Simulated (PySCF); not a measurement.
## SMILES N[C@@H]1CCOC[C@@H]1F, C5H10FNO

Molfile (atoms numbered from 1):
```
C5H10FNO
     RDKit          3D

 18 18  0  0  0  0  0  0  0  0999 V2000
    1.6852    0.0474   -0.5535 N   0  0  0  0  0  0  0  0  0  0  0  0
    0.8321    0.1223    0.6160 C   0  0  2  0  0  0  0  0  0  0  0  0
   -0.0058   -1.1509    0.7505 C   0  0  0  0  0  0  0  0  0  0  0  0
   -1.0004   -1.2678   -0.3943 C   0  0  0  0  0  0  0  0  0  0  0  0
   -1.8284   -0.1309   -0.4644 O   0  0  0  0  0  0  0  0  0  0  0  0
   -1.1014    1.0442   -0.6993 C   0  0  0  0  0  0  0  0  0  0  0  0
   -0.1274    1.2926    0.4414 C   0  0  2  0  0  0  0  0  0  0  0  0
    0.5913    2.4437    0.1816 F   0  0  0  0  0  0  0  0  0  0  0  0
    2.1587    0.9389   -0.6854 H   0  0  0  0  0  0  0  0  0  0  0  0
    2.4053   -0.6595   -0.4265 H   0  0  0  0  0  0  0  0  0  0  0  0
    1.3934    0.2880    1.5602 H   0  0  0  0  0  0  0  0  0  0  0  0
    0.6535   -2.0347    0.7788 H   0  0  0  0  0  0  0  0  0  0  0  0
   -0.5541   -1.1276    1.7067 H   0  0  0  0  0  0  0  0  0  0  0  0
   -0.4560   -1.4044   -1.3477 H   0  0  0  0  0  0  0  0  0  0  0  0
   -1.6665   -2.1310   -0.2492 H   0  0  0  0  0  0  0  0  0  0  0  0
   -1.8206    1.8733   -0.7689 H   0  0  0  0  0  0  0  0  0  0  0  0
   -0.5327    0.9877   -1.6463 H   0  0  0  0  0  0  0  0  0  0  0  0
   -0.6912    1.4450    1.3778 H   0  0  0  0  0  0  0  0  0  0  0  0
  1  2  1  0
  2  3  1  0
  3  4  1  0
  4  5  1  0
  5  6  1  0
  6  7  1  0
  7  8  1  0
  7  2  1  0
  1  9  1  0
  1 10  1  0
  2 11  1  1
  3 12  1  0
  3 13  1  0
  4 14  1  0
  4 15  1  0
  6 16  1  0
  6 17  1  0
  7 18  1  1
M  END
```

Method: TDDFT CAM-B3LYP/def2-SVPD circular dichroism and optical rotation, one conformer, gas phase (PySCF). Geometry: PBE0-D3(BJ)/def2-SVP.

The molecule is flexible and this is one conformer; a measurement averages over conformers.

Question: Draw the ECD and absorption spectra from the lowest 8 states, each a Gaussian of half-width 0.35 eV at 1/e height.

Answer: 
```csv
E (eV),λ (nm),Δε (L mol⁻¹ cm⁻¹),ε (L mol⁻¹ cm⁻¹)
6.01,206,+0.02,41.1
6.16,201,+0.05,116
6.31,197,+0.09,228
6.46,192,+0.11,311
6.61,188,-0.01,301
6.76,183,-0.48,234
6.91,179,-1.67,232
7.06,176,-3.66,375
7.21,172,-5.59,603
7.36,169,-5.85,772
7.51,165,-3.14,856
7.66,162,+2.77,1100
7.81,159,+9.92,1920
7.96,156,+13.81,3540
8.11,153,+11.09,5450
```
Δε uses R in velocity form, ε uses f in length form. Only the states computed contribute, so the short-wavelength end is incomplete.

The sign of the CD band at 191 nm isn't settled: the length form gives the opposite one.
